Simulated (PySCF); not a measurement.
B(Cl)(NH2)2 (BClH₄N₂), SMILES B(N)(Cl)N.

Geometry: PBE-D3(BJ)/def2-SVP. Other conformers were not sampled.

Calculation: PySCF with PBE0/def2-TZVPD.

Gas-phase values at a fixed geometry.

Computed frontier levels, gap, dipole moment and polarisability:
```yaml
highest_occupied_level: -7.39 eV
lowest_empty_level: -0.16 eV
orbital_gap: 7.23 eV
dipole_moment: 0.591 e·Å
quadrupole, principal values (traceless, Buckingham form, about the centre of nuclear charge): -8.06, 2.28, 5.77 D·Å
mean_static_polarisability: 47.7 bohr³ (7.07 Å³)
polarisability_principal_values: 37.5, 51.5, 54.2 bohr³
```
